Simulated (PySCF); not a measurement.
H₅NOSi₂, BFO, BH₃NOSi, BH₂O₂Si and others (calculated)

Computed with PySCF 2.14.0. Calculation on a computer-drawn molecule: the log of a Hartree-Fock and frozen-core CCSD(T) single point meant for a local Hartree-Fock minimum, with one planted fault or none, to be diagnosed. Offsets are logged minus clean, where the clean run is the same molecule without the fault. The reference is restricted for singlets and unrestricted otherwise, and also for a bond in bohr or an excited solution. Adding or removing an electron swaps singlet and doublet. The excited solution moves the top pair (singlet) or top alpha electron (doublet) to the lowest empty orbital. Highest occupied and lowest empty are orbital energies over both spins, largest force is the largest gradient component, triples share is (T) over the correlation energy, the T1 limit is 0.02 restricted and 0.045 unrestricted, electrons count all cores, a negative frequency is imaginary (commonest isotopes), and the dipole is about the centre of nuclear charge.

Common to all runs: logged SCF converged yes; logged CC converged yes; logged SCF stable within its kind yes; possible faults no fault, one electron removed, one electron added, multiplicity raised by two, geometry at a saddle point, SCF held on an excited solution, minimal basis STO-3G, one bond length entered in bohr, all coordinates scaled.

```json
{"entry": 1, "formula": "H5NOSi2", "logged_structure": {"atoms_angstrom": [["N", -1.7241, 0.4017, 3.0321], ["Si", -2.0433, 1.6466, 1.9118], ["Si", -1.2737, 0.4687, -0.066], ["O", -2.2311, 0.7591, -1.396], ["H", -1.9003, 0.5287, 4.0119], ["H", -1.3766, -0.5207, 2.8449], ["H", -1.2857, -1.0057, 0.1069], ["H", 0.1353, 0.8677, -0.3495], ["H", -2.3991, 1.655, -1.6454]]}, "given": {"meant_charge": 0, "meant_multiplicity": 1, "meant_basis": "cc-pV(D+d)Z", "logged_electrons": 48, "logged_basis_functions": 99, "logged_spin_squared": 0.0, "logged_highest_occupied [eV]": -7.9789, "logged_lowest_empty [eV]": 1.47, "logged_largest_force [hartree/bohr]": 2.385e-05, "logged_lowest_frequency [cm^-1]": 38.987, "logged_T1_diagnostic": 0.016168, "logged_D1_diagnostic": 0.055205, "logged_triples_share": 0.026442, "logged_dipole_magnitude [debye]": 1.8403, "logged_energy_HF [hartree]": -710.12422, "logged_energy_CCSD(T) [hartree]": -710.72755, "drawn_bonds_atom": [1, 2, 3, 1, 1, 3, 3, 4], "drawn_bonds_other_atom": [2, 3, 4, 5, 6, 7, 8, 9], "drawn_bonds_order": [1, 1, 1, 1, 1, 1, 1, 1]}, "results": {"planted_fault": "no fault", "HF_energy_offset_from_clean_run [kcal/mol]": 0.0, "CCSD(T)_energy_offset_from_clean_run [kcal/mol]": 0.0}}
{"entry": 2, "formula": "BFO", "logged_structure": {"atoms_angstrom": [["O", -0.2598, -0.4274, -2.0353], ["B", 0.4432, -0.1228, -2.9431], ["F", 1.2014, 0.2057, -3.9221]]}, "given": {"meant_charge": 0, "meant_multiplicity": 1, "meant_basis": "cc-pVDZ", "logged_electrons": 22, "logged_basis_functions": 15, "logged_spin_squared": 0.0, "logged_highest_occupied [eV]": -10.833, "logged_lowest_empty [eV]": 10.799, "logged_largest_force [hartree/bohr]": 0.012833, "logged_T1_diagnostic": 0.019553, "logged_D1_diagnostic": 0.053033, "logged_triples_share": 0.075026, "logged_dipole_magnitude [debye]": 1.4745, "logged_energy_HF [hartree]": -196.32844, "logged_energy_CCSD(T) [hartree]": -196.48093, "drawn_bonds_atom": [1, 2], "drawn_bonds_other_atom": [2, 3], "drawn_bonds_order": [2, 1]}, "results": {"planted_fault": "minimal basis STO-3G", "HF_energy_offset_from_clean_run [kcal/mol]": 1729, "CCSD(T)_energy_offset_from_clean_run [kcal/mol]": 1921}}
{"entry": 3, "formula": "BH3NOSi", "logged_structure": {"atoms_angstrom": [["O", -1.6002, -1.1842, 2.1721], ["B", -0.8235, -0.3391, 1.8364], ["N", 0.0779, 0.644, 1.4473], ["Si", 0.5466, 2.0793, 2.3418], ["H", 0.5562, 0.4534, 0.5844], ["H", -0.4211, 2.2247, 3.449], ["H", 0.525, 3.2502, 1.4341]]}, "given": {"meant_charge": 0, "meant_multiplicity": 2, "meant_basis": "cc-pV(D+d)Z", "logged_electrons": 37, "logged_basis_functions": 80, "logged_spin_squared": 0.7535, "logged_highest_occupied [eV]": -9.2969, "logged_lowest_empty [eV]": 1.1802, "logged_largest_force [hartree/bohr]": 7.809e-06, "logged_lowest_frequency [cm^-1]": 97.969, "logged_T1_diagnostic": 0.018106, "logged_D1_diagnostic": 0.05606, "logged_triples_share": 0.029876, "logged_dipole_magnitude [debye]": 4.3612, "logged_energy_HF [hartree]": -444.75618, "logged_energy_CCSD(T) [hartree]": -445.30353, "drawn_bonds_atom": [1, 2, 3, 3, 4, 4], "drawn_bonds_other_atom": [2, 3, 4, 5, 6, 7], "drawn_bonds_order": [2, 1, 1, 1, 1, 1]}, "results": {"planted_fault": "no fault", "HF_energy_offset_from_clean_run [kcal/mol]": 0.0, "CCSD(T)_energy_offset_from_clean_run [kcal/mol]": 0.0}}
{"entry": 4, "formula": "BH2O2Si", "logged_structure": {"atoms_angstrom": [["O", -2.8479, -2.8799, -0.1982], ["B", -1.7033, -2.5379, -0.2658], ["O", -0.4524, -2.1806, -0.3362], ["Si", 0.5749, -0.8611, -0.497], ["H", 1.9411, -1.3837, -0.3158], ["H", 0.3815, -0.2771, -1.8402]]}, "given": {"meant_charge": 0, "meant_multiplicity": 2, "meant_basis": "cc-pV(D+d)Z", "logged_electrons": 36, "logged_basis_functions": 75, "logged_spin_squared": 0.0, "logged_highest_occupied [eV]": -17.597, "logged_lowest_empty [eV]": -8.3082, "logged_largest_force [hartree/bohr]": 0.088875, "logged_T1_diagnostic": 0.026442, "logged_D1_diagnostic": 0.095912, "logged_triples_share": 0.031304, "logged_dipole_magnitude [debye]": 10.887, "logged_energy_HF [hartree]": -464.27474, "logged_energy_CCSD(T) [hartree]": -464.83167, "drawn_bonds_atom": [1, 2, 3, 4, 4], "drawn_bonds_other_atom": [2, 3, 4, 5, 6], "drawn_bonds_order": [2, 1, 1, 1, 1]}, "results": {"planted_fault": "one electron removed", "HF_energy_offset_from_clean_run [kcal/mol]": 212.1, "CCSD(T)_energy_offset_from_clean_run [kcal/mol]": 208.1}, "notes": ["T1 above single-reference limit"]}
{"entry": 5, "formula": "BH2O2Si", "logged_structure": {"atoms_angstrom": [["O", -2.8963, -2.9289, -0.2016], ["B", -1.7323, -2.581, -0.2703], ["O", -0.4601, -2.2177, -0.3419], ["Si", 0.5847, -0.8758, -0.5055], ["H", 1.9741, -1.4073, -0.3211], ["H", 0.388, -0.2818, -1.8715]]}, "given": {"meant_charge": 0, "meant_multiplicity": 2, "meant_basis": "cc-pV(D+d)Z", "logged_electrons": 37, "logged_basis_functions": 75, "logged_spin_squared": 0.753, "logged_highest_occupied [eV]": -10.127, "logged_lowest_empty [eV]": 0.69456, "logged_largest_force [hartree/bohr]": 0.035687, "logged_T1_diagnostic": 0.018315, "logged_D1_diagnostic": 0.04848, "logged_triples_share": 0.028449, "logged_dipole_magnitude [debye]": 4.6979, "logged_energy_HF [hartree]": -464.61065, "logged_energy_CCSD(T) [hartree]": -465.16503, "drawn_bonds_atom": [1, 2, 3, 4, 4], "drawn_bonds_other_atom": [2, 3, 4, 5, 6], "drawn_bonds_order": [2, 1, 1, 1, 1]}, "results": {"planted_fault": "all coordinates scaled, by +1.7 %", "HF_energy_offset_from_clean_run [kcal/mol]": 1.343, "CCSD(T)_energy_offset_from_clean_run [kcal/mol]": -1.115}}
{"entry": 6, "formula": "BH2O2Si", "logged_structure": {"atoms_angstrom": [["O", -2.8479, -2.8799, -0.1982], ["B", -1.7033, -2.5379, -0.2658], ["O", -0.4524, -2.1806, -0.3362], ["Si", 0.5749, -0.8611, -0.497], ["H", 1.9411, -1.3837, -0.3158], ["H", 0.3815, -0.2771, -1.8402]]}, "given": {"meant_charge": 0, "meant_multiplicity": 2, "meant_basis": "cc-pV(D+d)Z", "logged_electrons": 37, "logged_basis_functions": 26, "logged_spin_squared": 0.7512, "logged_highest_occupied [eV]": -6.9903, "logged_lowest_empty [eV]": 5.1917, "logged_largest_force [hartree/bohr]": 0.02239, "logged_T1_diagnostic": 0.020735, "logged_D1_diagnostic": 0.067663, "logged_triples_share": 0.061188, "logged_dipole_magnitude [debye]": 3.9439, "logged_energy_HF [hartree]": -458.88526, "logged_energy_CCSD(T) [hartree]": -459.09896, "drawn_bonds_atom": [1, 2, 3, 4, 4], "drawn_bonds_other_atom": [2, 3, 4, 5, 6], "drawn_bonds_order": [2, 1, 1, 1, 1]}, "results": {"planted_fault": "minimal basis STO-3G", "HF_energy_offset_from_clean_run [kcal/mol]": 3594, "CCSD(T)_energy_offset_from_clean_run [kcal/mol]": 3805}}
{"entry": 7, "formula": "AlB2H2O", "logged_structure": {"atoms_angstrom": [["O", -2.217, 0.496, -0.016], ["B", -1.0546, 0.5802, 0.1172], ["B", 0.6391, 0.7019, 0.3115], ["Al", 2.906, 0.8631, 0.571], ["H", 3.4794, -0.531, 0.9401], ["H", 3.3482, 2.3291, 0.3182]]}, "given": {"meant_charge": 1, "meant_multiplicity": 1, "meant_basis": "cc-pV(D+d)Z", "logged_electrons": 31, "logged_basis_functions": 75, "logged_spin_squared": 0.8604, "logged_highest_occupied [eV]": -22.537, "logged_lowest_empty [eV]": -15.385, "logged_largest_force [hartree/bohr]": 0.047936, "logged_T1_diagnostic": 0.036017, "logged_D1_diagnostic": 0.081458, "logged_triples_share": 0.039099, "logged_dipole_magnitude [debye]": 15.005, "logged_energy_HF [hartree]": -366.39455, "logged_energy_CCSD(T) [hartree]": -366.79122, "drawn_bonds_atom": [1, 2, 3, 4, 4], "drawn_bonds_other_atom": [2, 3, 4, 5, 6], "drawn_bonds_order": [2, 1, 1, 1, 1]}, "results": {"planted_fault": "one electron removed", "HF_energy_offset_from_clean_run [kcal/mol]": 378.8, "CCSD(T)_energy_offset_from_clean_run [kcal/mol]": 390.5}}
{"entry": 8, "formula": "AlB2H2O", "logged_structure": {"atoms_angstrom": [["O", -2.217, 0.496, -0.016], ["B", -1.0546, 0.5802, 0.1172], ["B", 0.6391, 0.7019, 0.3115], ["Al", 2.906, 0.8631, 0.571], ["H", 3.4794, -0.531, 0.9401], ["H", 3.3482, 2.3291, 0.3182]]}, "given": {"meant_charge": 1, "meant_multiplicity": 1, "meant_basis": "cc-pV(D+d)Z", "logged_electrons": 32, "logged_basis_functions": 75, "logged_spin_squared": 0.0, "logged_highest_occupied [eV]": -17.564, "logged_lowest_empty [eV]": -6.7424, "logged_largest_force [hartree/bohr]": 1.3674e-05, "logged_lowest_frequency [cm^-1]": 117.77, "logged_T1_diagnostic": 0.024898, "logged_D1_diagnostic": 0.065735, "logged_triples_share": 0.033818, "logged_dipole_magnitude [debye]": 5.2282, "logged_energy_HF [hartree]": -366.99827, "logged_energy_CCSD(T) [hartree]": -367.41352, "drawn_bonds_atom": [1, 2, 3, 4, 4], "drawn_bonds_other_atom": [2, 3, 4, 5, 6], "drawn_bonds_order": [2, 1, 1, 1, 1]}, "results": {"planted_fault": "no fault", "HF_energy_offset_from_clean_run [kcal/mol]": 0.0, "CCSD(T)_energy_offset_from_clean_run [kcal/mol]": 0.0}, "notes": ["T1 above single-reference limit"]}
{"entry": 9, "formula": "B2ClH2O", "logged_structure": {"atoms_angstrom": [["O", -2.1609, 2.9238, 1.5372], ["B", -1.341, 2.3461, 1.1174], ["B", -0.2165, 1.4674, 0.5217], ["Cl", 1.2167, 2.5018, 0.2652], ["H", 0.0755, 0.6771, 1.223], ["H", -0.5083, 1.0691, -0.457]]}, "given": {"meant_charge": -1, "meant_multiplicity": 1, "meant_basis": "aug-cc-pV(D+d)Z", "logged_electrons": 38, "logged_basis_functions": 119, "logged_spin_squared": 0.0, "logged_highest_occupied [eV]": -5.4633, "logged_lowest_empty [eV]": 3.8874, "logged_largest_force [hartree/bohr]": 0.23349, "logged_T1_diagnostic": 0.012815, "logged_D1_diagnostic": 0.033413, "logged_triples_share": 0.031296, "logged_dipole_magnitude [debye]": 0.87426, "logged_energy_HF [hartree]": -584.98862, "logged_energy_CCSD(T) [hartree]": -585.56314, "drawn_bonds_atom": [1, 2, 3, 3, 3], "drawn_bonds_other_atom": [2, 3, 4, 5, 6], "drawn_bonds_order": [2, 1, 1, 1, 1]}, "results": {"planted_fault": "all coordinates scaled, by -9.9 %", "HF_energy_offset_from_clean_run [kcal/mol]": 44.07, "CCSD(T)_energy_offset_from_clean_run [kcal/mol]": 50.84}}
{"entry": 10, "formula": "AlB2H2O", "logged_structure": {"atoms_angstrom": [["O", -0.8613, -3.2698, -0.2618], ["B", -0.508, -2.1515, -0.3894], ["B", -0.1141, -0.5121, -0.4648], ["Al", -1.2008, 0.9084, 0.761], ["H", 0.7399, -0.0641, -1.1603], ["H", -2.637, 2.8673, 2.3928]]}, "given": {"meant_charge": 1, "meant_multiplicity": 1, "meant_basis": "cc-pV(D+d)Z", "logged_electrons": 32, "logged_basis_functions": 75, "logged_spin_squared": 0.9307, "logged_highest_occupied [eV]": -15.616, "logged_lowest_empty [eV]": -6.357, "logged_largest_force [hartree/bohr]": 0.01383, "logged_T1_diagnostic": 0.036645, "logged_D1_diagnostic": 0.12045, "logged_triples_share": 0.038314, "logged_dipole_magnitude [debye]": 9.7457, "logged_energy_HF [hartree]": -366.96919, "logged_energy_CCSD(T) [hartree]": -367.36683, "drawn_bonds_atom": [1, 2, 3, 3, 4], "drawn_bonds_other_atom": [2, 3, 4, 5, 6], "drawn_bonds_order": [2, 1, 1, 1, 1]}, "results": {"planted_fault": "one bond length entered in bohr, row 5 of the drawn bonds", "HF_energy_offset_from_clean_run [kcal/mol]": 53.26, "CCSD(T)_energy_offset_from_clean_run [kcal/mol]": 64.8}}
```
